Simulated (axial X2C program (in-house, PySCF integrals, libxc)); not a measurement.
**BSe: from Re and ωe to a spectrum**

A bond curve at the PBE0 level, two-component, was computed with an axial X2C code built on PySCF integrals (basis Se dyall-cv3z [8s9p6d4f1g], B dyall-v3z [7s6p2d1f] (cores contracted in-house)) for the state Ω = 1/2 (⟨Sz⟩ = 0.50, ⟨Lz⟩ = 0.00 at PBE0). Its fit gives Re = 1.7370 Å, ωe = 986.6 cm⁻¹, ωexe = 4.73 cm⁻¹ and αe = 3.758e-03 cm⁻¹; the masses are 79.9165 and 11.0093 u. Two-component means X2C with spin–orbit coupling and atomic mean-field Coulomb and Gaunt terms.

Q: Find the reduced mass, Be and the force constant.

A: From the PBE0 values: μ = 9.6763 u. Be = 16.8576/(μ Re²) = 0.5774 cm⁻¹. k = 5.8918×10⁻⁷ μ ωe² = 5.55 mdyn/Å.

Q: Where do the fundamental and the first overtone lie?

A: ν(1←0) = ωe − 2ωexe = 977.1 cm⁻¹; ν(2←0) = 2ωe − 6ωexe = 1944.8 cm⁻¹.

Q: The dipole moment p changes by 2.38 D/Å at Re. What harmonic infrared intensity follows?

A: I = 42.256 × (dp/dR)²/μ = 25 km/mol.

Q: Estimate De from a Morse curve and compare with the computed well depth of 5.012 eV to Se + B.

A: De(Morse) = ωe²/(4ωexe) = 6.379 eV against 5.012 eV computed, a ratio of 1.27. The extrapolation overshoots: the well softens faster than a Morse curve, or the lowest atomic limit lies below the one to which the curve heads.

Q: A Morse curve ties αe to the other constants (Pekeris). How well does that hold?

A: αe(Morse) = 6Be²/ωe × (√(ωexe/Be) − 1) = 3.776e-03 cm⁻¹; the PBE0 curve gives 3.758e-03 cm⁻¹, a ratio of 1.00.

Occupations by symmetry block were frozen at the best pattern of an incomplete PBE0 search. De is counted from the lowest determinant-based energies of the atoms at the same level, without counterpoise correction. Density functionals use the spin component along the axis (collinear). The 2c atoms are single determinants rather than J levels; their spin–orbit lowering is only partly caught, and De is too large by that part. This holds for PBE0. Without a current term, density functionals place determinants with orbital angular momentum somewhat too high.
